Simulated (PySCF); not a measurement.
Compound: C6H8N (doublet state).
Z-matrix (Å and degrees, GFN2-xTB geometry), rows numbered from 1:
```
C 
C   1  1.4498
C   2  1.5188  1  117.84
C   3  1.3150  2  132.34  1   -59.40
C   3  1.5083  2   93.72  1   118.38
C   5  1.4978  3   88.53  2    -2.21
N   6  1.2414  2  136.51  1    56.23
H   1  1.0733  2  119.57  3   -29.09
H   1  1.0734  2  120.89  3   163.95
H   2  1.0947  1  112.01  3  -135.02
H   4  1.0777  3  121.79  2   178.57
H   4  1.0771  3  121.39  2    -1.57
H   5  1.0902  3  115.81  2  -118.66
H   5  1.0906  3  115.40  2   113.57
H   7  1.0158  6  117.45  2     2.40
```

The hyperfine couplings belong to this conformer and change with its torsions.

Identity: `[H]/N=C1/CC(=C)[C@@H]1[CH2]` [radical].

Theory: PySCF 2.14.0, UKS B3LYP, pcH-1 on C H N, non-relativistic, mean-field spin-orbit, GIAO. Geometry: GFN2-xTB, one conformer, isolated molecule. A GFN2-xTB geometry isn't a minimum of the functional, and hyperfine couplings can be far from their values at a DFT geometry. Stability of the SCF solution: not tested.

Give the principal g shifts and their parts.

```csv
Δg (ppm),1,2,3
relativistic mass correction,-147,-147,-147
gauge correction,9,28,30
orbital Zeeman/spin–orbit,-93,486,714
total,-231,367,596
```

So g = 2.00209, 2.00269, 2.00292 and g_iso = 2.00256; the tensor is rhombic: the two nearest values differ by 28 % of g3 − g1. Axes: g2 points within 14° of the C1–H9 bond.

At 94.39 GHz, how far is the centre of the isotropic spectrum from where a free electron (g = 2.002319) resonates?

B = hν/(g μB) with μB/h = 13.99624 MHz/mT gives 3368.07 mT for the free electron and 3367.66 mT at g_iso, 0.41 mT lower.

How much does each term add to the isotropic shift?

The orbital-Zeeman/spin–orbit term 369, the mass correction -147 and the gauge correction 23 ppm, for a total of 244 ppm. The orbital-Zeeman/spin–orbit term is the largest in size. The mass correction is the same along every axis, so the anisotropy comes from the other two: their spans along these axes are 21 (gauge) and 807 ppm (orbital Zeeman/spin–orbit).

In a frozen sample, at which fields do the three g values resonate at 9.5, 34, 94 and 263 GHz (hyperfine left aside), and which band first spreads them over more than twice a line width of 0.5 mT?

```json
{"band": "X", "GHz": "9.5", "B(g3) mT": "338.88", "B(g2) mT": "338.92", "B(g1) mT": "339.02", "spread mT": "0.14"}
{"band": "Q", "GHz": "34.0", "B(g3) mT": "1212.84", "B(g2) mT": "1212.98", "B(g1) mT": "1213.34", "spread mT": "0.50"}
{"band": "W", "GHz": "94.0", "B(g3) mT": "3353.16", "B(g2) mT": "3353.54", "B(g1) mT": "3354.54", "spread mT": "1.39"}
{"band": "J", "GHz": "263.0", "B(g3) mT": "9381.70", "B(g2) mT": "9382.78", "B(g1) mT": "9385.58", "spread mT": "3.88"}
```

The spread grows in proportion to the frequency. W band is the first where it exceeds 1.0 mT.

The Mulliken spin populations are largest on C1 (+1.03), C2 (-0.09) and C6 (+0.07). No atom but C1 exceeds +0.15. The angles at C1 add up to 358.7°, so it is planar; its axial dipolar tensor and the negative couplings of its protons fit spin in a p orbital normal to that plane.

The HOMO–LUMO gaps are 4.81 eV among the α and 5.01 eV among the β orbitals.
